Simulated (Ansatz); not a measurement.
Total energies of CH5GeO2, SMILES `C[O][GeH][OH]` radical.

```xyz
9

C     0.830    0.310   -1.053
O     0.659   -0.806   -0.215
Ge   -0.205   -0.676    1.339
O    -1.704    0.269    1.106
H     1.278   -0.038   -1.987
H    -0.123    0.796   -1.290
H     1.505    1.054   -0.612
H    -0.674   -2.128    1.626
H    -1.565    1.219    1.086
```

Total charge 0; spin multiplicity 2. Correlated methods include outer-core shells of Ge, which these sets cover unevenly. Scalar relativity is left out up to krypton. All single points use the PBE0-D4/def2-TZVP geometry. It is one conformer, not always the lowest. Basis def2-TZVPP, Ansatz 0.2.0.

RPA on PBE orbitals: Hartree–Fock energy of these orbitals -2265.88560 Eh, correlation -1.40825 Eh (frozen core).

```csv
functional,energy without D4 (Eh),D4 term (kJ/mol)
BLYP,-2268.65625,-33.2
B97M-V,-2268.20717,–
```

Question: Give the same for LDA (SPW92), PBE, revPBE, r2SCAN, PBE0, B3LYP, r2SCANh, r2SCAN0, HSE06 (plane-wave form), BHLYP, CAM-B3LYP, LC-ωPBE, ωB97X-V, ωB97M-V, B2PLYP, PBE-QIDH. (Best estimate.)

Answer: The calculation gave: 
```
             functional  energy without D4 (Eh)  D4 term (kJ/mol)
            LDA (SPW92)             -2264.02055                 –
                    PBE             -2268.11346             -15.0
                 revPBE             -2268.42191             -46.9
                 r2SCAN             -2268.53760              -3.6
                   PBE0             -2268.16927             -12.6
                  B3LYP             -2268.69469             -24.2
                r2SCANh             -2268.51744              -3.8
                r2SCAN0             -2268.48890              -4.2
HSE06 (plane-wave form)             -2268.16087             -11.7
                  BHLYP             -2268.52104             -18.3
              CAM-B3LYP             -2268.69463             -12.7
                LC-ωPBE             -2268.25685                 –
                ωB97X-V             -2268.38624                 –
                ωB97M-V             -2268.45487                 –
                 B2PLYP             -2268.14065                 –
               PBE-QIDH             -2267.81558                 –
```

B3LYP takes the VWN-RPA correlation (the form of Gaussian; ORCA's B3LYP/G). HSE06 is the plane-wave form, built on full-range PBE exchange. The double hybrids freeze the cores in their second-order part.

LC-ωPBE has ω = 0.4 bohr⁻¹.
